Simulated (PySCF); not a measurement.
Gas-phase reaction: GeHF₃ + 2 GeH₄ = 3 GeH₃ + 3 F

Computed with PySCF and rigid-rotor harmonic-oscillator thermochemistry at 1 bar. † marks an energy on the PBE0/def2-TZVP geometry and frequencies; other levels use their own. MP2 and CCSD(T) freeze the core. 6-31G* has spherical d functions here. Open shells (unrestricted): GeH₃ (multiplicity 2), F (multiplicity 2, electronic degeneracy 6); the rest are closed-shell singlets. Spin-orbit splitting is ignored; it lowers the true energy and changes the entropy of F. B3LYP is the form with VWN-RPA correlation. Ge: all electrons, no relativistic terms. GeHF₃, GeH₃: computed as isolated molecules; such fragments, hydroxides, amides, oligomers or adducts are transient or little studied in the gas. MP2 isn't extrapolated to the basis-set limit; its ΔH°(298 K) is 1606.7 kJ in def2-SVP and 1695.8 kJ in def2-TZVPP. CCSD(T) isn't extrapolated to the basis-set limit; its ΔH°(298 K) is 1518.2 kJ in def2-SVP and 1601.4 kJ in def2-TZVPP. The harmonic model lacks anharmonicity and excited electronic states, which grow with temperature; levels with a mode under 35 cm⁻¹ are left out.

```csv
level,"ΔE electronic, kJ","ΔH°(298 K), kJ","ΔS°(298 K), J/K","ΔG°(2000 K), kJ"
B3LYP/6-31G*,1591,1566,441,673
CCSD(T)/def2-SVP†,1542,1518,441,624
HF/6-31G*,1125,1100,444,196
HF/def2-TZVP†,1163,1140,441,246
M06-2X/def2-TZVP†,1645,1622,441,728
MP2/def2-SVP†,1630,1607,441,713
MP2/def2-TZVPP†,1719,1696,441,802
PBE0/def2-SVP†,1585,1561,441,667
LDA/def2-TZVP†,1918,1894,441,1000
ωB97M-V/def2-TZVP†,1638,1615,441,721
ωB97X-V/def2-TZVP†,1660,1636,441,742
```
ΔH° is lowest at HF/6-31G* and highest at LDA/def2-TZVP†. No reference value is set beside these.
